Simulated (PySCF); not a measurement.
C2H3ClF2Si, SMILES C(=C/[SiH](F)F)/Cl.

The structure is a stationary point at PBE-D3(BJ)/def2-SVP. The structure was generated by enumeration; whether it is a known compound was not checked. The values are those of a single conformer.

All values below come from TDDFT-PBE/def2-SVPD (PySCF).

Vertical excitations. Isolated molecule, no solvent.

Computed UV-visible absorptions:
```
state  energy (eV)  λ (nm)      f                                            main pairs
-----  -----------  ------  -----  ----------------------------------------------------
S1            5.50     225  0.030                      HOMO−1→LUMO 77 %, HOMO→LUMO 20 %
S2            5.64     220  0.144                      HOMO→LUMO 69 %, HOMO−1→LUMO 22 %
S3            6.05     205  0.004                                      HOMO−2→LUMO 98 %
S4            6.41     193  0.001                                      HOMO→LUMO+1 96 %
S5            6.78     183  0.003                                      HOMO→LUMO+2 96 %
S6            7.20     172  0.007                                      HOMO→LUMO+3 99 %
S7            7.29     170  0.015  HOMO−3→LUMO 51 %, HOMO−5→LUMO 30 %, HOMO−4→LUMO 16 %
S8            7.40     168  0.005                    HOMO−4→LUMO 59 %, HOMO−5→LUMO 39 %
S9            7.45     166  0.038                                    HOMO−1→LUMO+1 90 %
S10           7.59     163  0.005                                      HOMO−6→LUMO 91 %
T1            3.81     325      0                                        HOMO→LUMO 97 %
T2            5.31     234      0                                      HOMO−1→LUMO 98 %
T3            5.76     215      0                                      HOMO−2→LUMO 97 %
T4            6.03     206      0                                      HOMO→LUMO+1 98 %
```
Triplets are in the Tamm–Dancoff approximation, which puts them higher than full response would, so one can lie above its singlet here.
